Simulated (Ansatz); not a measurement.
Reaction (ligand exchange at the Si–Te bond): `[TeH][SiH]1BC1` + H–F → `F[SiH]1BC1` + H₂Te

Calculated with Ansatz (gas phase, PBE0-D4/def2-TZVP geometries, no zero-point term in ΔE). CBS: MP2 limit from def2 TZ/QZ plus the TZ coupled-cluster correction, frozen cores. This one scheme is used for every species. Elements past krypton have def2 core potentials. For Te outer-core shells are correlated without core-valence functions, which leaves a few kJ/mol of doubt a bond.

`[TeH][SiH]1BC1`:

Z-matrix (Å, degrees):
```
Si
B 1 1.908
C 1 2.042 2 44.0
Te 1 2.475 2 126.5 3 79.3
H 1 1.487 2 123.0 3 -104.5
H 2 1.187 1 137.7 3 135.1
H 3 1.089 1 138.8 2 -110.2
H 3 1.092 1 86.6 2 131.1
H 4 1.660 1 93.4 2 -142.4
```

H–F:

```xyz
2

F    -0.093    0.160   -0.421
H     0.093   -0.160    0.421
```

`F[SiH]1BC1`:

Z-matrix (Å, degrees):
```
Si
B 1 1.887
C 1 2.007 2 44.8
F 1 1.601 2 125.6 3 74.0
H 1 1.483 2 129.7 3 -102.1
H 2 1.186 1 139.7 3 132.6
H 3 1.099 1 81.4 2 135.4
H 3 1.089 1 144.8 2 -112.2
```

H₂Te:

```xyz
3

Te   -0.236   -0.529   -0.518
H     0.906   -0.499    0.680
H    -0.670    1.029   -0.162
```

```tsv
species	CCSD/def2-SVP energy (Eh)
`[TeH][SiH]1BC1`	-621.67264
H–F	-100.13731
`F[SiH]1BC1`	-453.54020
H₂Te	-268.29174
```

Q: Work out ΔE.

A: ΔE = (-453.54020) + (-268.29174) − (-621.67264) − (-100.13731) = -0.02199 Eh = -13.8 kcal/mol. CCSD(T)/CBS gives -11.5 kcal/mol.

Largest T1 diagnostic among the species: 0.014.

In def2-TZVPP, CCSD(T) changes the Hartree–Fock value by +6.1 kcal/mol (the triples alone add +1.3 kcal/mol) and MP2 by +8.5 kcal/mol. The D4 term adds +2.6 kcal/mol with B3LYP and +1.4 kcal/mol with PBE0; it sums over pairs of atoms, weighted by their polarisabilities, and B3LYP, whose exchange is more repulsive, gets the larger term.

B3LYP here is the variant with VWN-RPA as its local correlation; programs differ in this.
